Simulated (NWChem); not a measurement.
System: BSiH$_{5}$SO$_{2}$; SMILES OB(S[SiH3])O

NWChem input:

```
start job
memory heap 200 mb stack 900 mb global 1100 mb
geometry units angstroms noautoz
  Si     0.257717    -1.864682     0.000000
  S     -1.063266    -0.159697     0.000000
  B      0.184566     1.186570     0.000000
  O     -0.186498     2.493949     0.000000
  O      1.501981     0.860348     0.000000
  H      1.109633    -1.898680    -1.222169
  H      1.109633    -1.898680     1.222169
  H     -0.653747    -3.045945     0.000000
  H     -1.138196     2.631490     0.000000
  H      2.070612     1.638982     0.000000
end
basis spherical
  * library aug-cc-pvdz
end
dft
  xc hfexch
  iterations 150
  mulliken
end
task dft energy
```

NWChem printed, in part:

```
             Northwest Computational Chemistry Package (NWChem) 7.3.0
             --------------------------------------------------------

 CS  symmetry detected

                             Geometry "geometry" -> ""
                             -------------------------

 Output coordinates in angstroms (scale by  1.889725989 to convert to a.u.)

  No.       Tag          Charge          X              Y              Z
 ---- ---------------- ---------- -------------- -------------- --------------
    1 Si                  14.0000     0.31411765    -1.88223106     0.00000000
    2 S                   16.0000    -1.06571322    -0.22451072     0.00000000
    3 B                    5.0000     0.13424937     1.16459306     0.00000000
    4 O                    8.0000    -0.28233208     2.45818815     0.00000000
    5 O                    8.0000     1.46227206     0.88466663     0.00000000
    6 H                    1.0000     1.16670158    -1.88640005    -1.22216900
    7 H                    1.0000     1.16670158    -1.88640005     1.22216900
    8 H                    1.0000    -0.55545633    -3.09466250     0.00000000
    9 H                    1.0000    -1.23825984     2.56234540     0.00000000
   10 H                    1.0000     2.00331078     1.68272003     0.00000000

 Effective nuclear repulsion energy (a.u.)     274.5386347752

      Symmetry information
      --------------------

 Group name             Cs
 Group number              2
 Group order               2
 No. of unique centers     9

  xc_inp: hfexch multiplicative factor not found.

                                 NWChem DFT Module
                                 -----------------

 Summary of "ao basis" -> "ao basis" (spherical)
 ------------------------------------------------------------------------------
       Tag                 Description            Shells   Functions and Types
 ---------------- ------------------------------  ------  ---------------------
 Si                       aug-cc-pvdz               11       27   5s4p2d
 S                        aug-cc-pvdz               11       27   5s4p2d
 B                        aug-cc-pvdz                9       23   4s3p2d
 O                        aug-cc-pvdz                9       23   4s3p2d
 H                        aug-cc-pvdz                5        9   3s2p

      Symmetry analysis of basis
      --------------------------

        a'        116
        a"         52

            General Information
            -------------------
          SCF calculation type: DFT
          Wavefunction type:  closed shell.
          No. of atoms     :    10
          No. of electrons :    56
           Alpha electrons :    28
            Beta electrons :    28
          Charge           :     0
          Spin multiplicity:     1
          Use of symmetry is: on ; symmetry adaption is: on
          Maximum number of iterations: 150
          AO basis - number of functions:   168
                     number of shells:    74
          Convergence on energy requested:  1.00D-06
          Convergence on density requested:  1.00D-05
          Convergence on gradient requested:  5.00D-04

              XC Information
              --------------
                     Hartree-Fock (Exact) Exchange  1.000

      Superposition of Atomic Density Guess
      -------------------------------------

 Sum of atomic energies:        -862.87827095

      Non-variational initial energy
      ------------------------------

 Total energy =    -864.774542
 1-e energy   =   -1736.933664
 2-e energy   =     597.620487
 HOMO         =      -0.330370
 LUMO         =       0.006738

      Symmetry analysis of molecular orbitals - initial
      -------------------------------------------------

  Numbering of irreducible representations:

     1 a'          2 a"

  Orbital symmetries:

     1 a'          2 a'          3 a'          4 a'          5 a'
     6 a'          7 a'          8 a'          9 a"         10 a'
    11 a'         12 a"         13 a'         14 a'         15 a'
    16 a'         17 a'         18 a'         19 a'         20 a'
    21 a"         22 a'         23 a"         24 a'         25 a"
    26 a'         27 a'         28 a"         29 a'         30 a'
    31 a'         32 a'         33 a"         34 a"         35 a'
    36 a'         37 a'         38 a"

     ---------------------------------------------
      Total Density - Mulliken Population Analysis
     ---------------------------------------------

    Atom       Charge   Shell Charges
 -----------   ------   -------------------------------------------------------
    1 Si  14    14.21   2.00  2.02  0.76  0.65 -0.06  6.01  1.28  1.28  0.03  0.20  0.05
    2 S   16    16.72   2.00  2.02  0.90  0.93  0.04  6.00  2.43  2.26  0.06  0.03  0.03
    3 B    5     3.95   2.01  0.61  0.18 -0.03  1.16 -0.15 -0.00  0.29 -0.12
    4 O    8     8.68   2.00  0.86  0.84  0.14  3.07  1.67  0.09  0.01 -0.00
    5 O    8     8.67   2.00  0.86  0.84  0.13  3.07  1.67  0.09  0.01 -0.00
    6 H    1     0.80   0.70  0.09  0.00  0.01 -0.00
    7 H    1     0.80   0.70  0.09  0.00  0.01 -0.00
    8 H    1     0.88   0.70  0.15  0.02  0.01  0.01
    9 H    1     0.67   0.58  0.03 -0.01  0.07 -0.00
   10 H    1     0.63   0.58 -0.00 -0.00  0.07 -0.01

[...]
```

Level: Hartree-Fock/aug-cc-pVDZ. The geometry was optimised at PBE0/def2-SVP.
